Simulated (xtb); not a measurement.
OZn, singlet, at a GFN2-xTB geometry (such geometries of metal compounds can be far from the true shape). Base run: xtb 6.7.1 with GFN0-xTB.

xtb was given this input:
```
$ xtb mol.xyz --gfn 0 --json

# file mol.xyz
2

Zn    -0.00000000    -0.00000000    -0.33822725
O      0.00000000     0.00000000     1.26835217
```

The base run was repeated with changes; each row names its change, and settings that it needs were set with it.

| change | ΔE vs base (mEh) | HOMO-LUMO gap (eV) |
|---|---|---|
| base | 0.000 | 2.73 |
| etemp = 1000 | 0.000 | 2.73 |
| acc = 0.1 | 0.000 | 2.73 |
| file = coord | 0.000 | 2.73 |
| acc = 0.0001 | 0.000 | 2.73 |
| etemp = 10000 | ? | 2.73 |

Question: Fill in the missing entries.

Answer: 
- etemp = 10000, ΔE vs base (mEh): -38.441
